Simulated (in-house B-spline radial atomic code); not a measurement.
A fraction x of an electron is removed from 6s in Tb, starting from [Xe] 4f9 6s2 and keeping the highest spin. Method: scalar-relativistic (X2C) PBEsol, spin-polarised, spherical fractional occupations, Fermi nucleus of rms radius 5.06 fm. Calculated with a radial B-spline atomic code at the basis-set limit.

| x | E(x) - E(0) (eV) | 6s down level (eV) |
| --- | --- | --- |
| 0 | 0.0000 | -3.644 |
| 0.05 | 0.1876 | -3.860 |
| 0.14 | 0.5525 | -4.250 |
| 0.3 | 1.2883 | -4.949 |
| 0.42 | 1.9137 | -5.475 |
| 0.5 | 2.3657 | -5.826 |
| 0.6 | 2.9703 | -6.265 |
| 0.74 | 3.8907 | -6.884 |
| 0.79 | 4.2405 | -7.108 |
| 0.95 | 5.4360 | -7.832 |
| 1 | 5.8321 | - |

The exact functional would give a straight line between the two integer points. Deviations E(x) - E(0) - x[E(1) - E(0)], in eV: -0.104 at x = 0.05, -0.264 at x = 0.14, -0.461 at x = 0.3, -0.536 at x = 0.42, -0.55 at x = 0.5, -0.529 at x = 0.6, -0.425 at x = 0.74, -0.367 at x = 0.79, -0.104 at x = 0.95.

The curve lies below the straight line by up to 0.55 eV (at x = 0.5): convex, the delocalisation error that favours fractional charges.

Problem. How well does Slater's transition state (minus the level at half occupation) give the ionisation energy?

Solution. It gives 5.826 eV against 5.832 eV from the two total energies; NIST lists 5.86 eV, ground level to ground level.
